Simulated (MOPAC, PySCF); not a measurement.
C3H5N, SMILES `NC1=CC1`, neutral singlet in the gas phase. 

Z-matrix (Å, degrees):
```
C
C 1 1.2948
N 1 1.3567 2 152.48
H 3 1.0063 1 116.69 2 -163.51
H 3 1.0078 4 114.70 1 -142.88
H 2 1.0722 1 151.54 3 3.19
C 1 1.4848 2 65.72 6 176.01
H 7 1.0924 1 119.49 2 106.51
H 7 1.0926 8 113.14 1 -148.94
```
Charge 0, multiplicity 1.

All levels are single points at this geometry (B3LYP-D3(BJ)/def2-TZVP); Pople sets use spherical d functions. Orbital energies aren't observables, and empty levels follow the basis.

```json
[
 {"level": "B3LYP-D3(BJ)/def2-TZVP in PySCF", "HOMO (eV)": "-5.66", "LUMO (eV)": "0.63", "gap (eV)": "6.30", "dipole (D)": "2.05", "vertical IE, Delta-SCF (eV)": "8.10"},
 {"level": "B3LYP/3-21G in PySCF", "HOMO (eV)": "-5.19", "LUMO (eV)": "1.95", "gap (eV)": "7.14", "dipole (D)": "2.33", "vertical IE, Delta-SCF (eV)": "–"},
 {"level": "BP86/6-31G* in PySCF", "HOMO (eV)": "-4.45", "LUMO (eV)": "0.87", "gap (eV)": "5.32", "dipole (D)": "2.22", "vertical IE, Delta-SCF (eV)": "–"},
 {"level": "M06-2X/6-31G* in PySCF", "HOMO (eV)": "-6.78", "LUMO (eV)": "2.94", "gap (eV)": "9.72", "dipole (D)": "2.08", "vertical IE, Delta-SCF (eV)": "–"},
 {"level": "PBE/6-31G* in PySCF", "HOMO (eV)": "-4.35", "LUMO (eV)": "0.96", "gap (eV)": "5.30", "dipole (D)": "2.21", "vertical IE, Delta-SCF (eV)": "7.76"},
 {"level": "SVWN5/6-31G* in PySCF", "HOMO (eV)": "-4.44", "LUMO (eV)": "0.79", "gap (eV)": "5.22", "dipole (D)": "2.25", "vertical IE, Delta-SCF (eV)": "7.94"},
 {"level": "HF/3-21G in PySCF", "HOMO (eV)": "-8.16", "LUMO (eV)": "6.21", "gap (eV)": "14.36", "dipole (D)": "2.15", "vertical IE, Delta-SCF (eV)": "–"},
 {"level": "HF/6-31G* in PySCF", "HOMO (eV)": "-8.22", "LUMO (eV)": "5.94", "gap (eV)": "14.16", "dipole (D)": "2.02", "vertical IE, Delta-SCF (eV)": "6.94"},
 {"level": "PM6 in MOPAC", "HOMO (eV)": "-8.60", "LUMO (eV)": "1.35", "gap (eV)": "9.95", "dipole (D)": "2.23", "vertical IE, Delta-SCF (eV)": "–"}
]
```
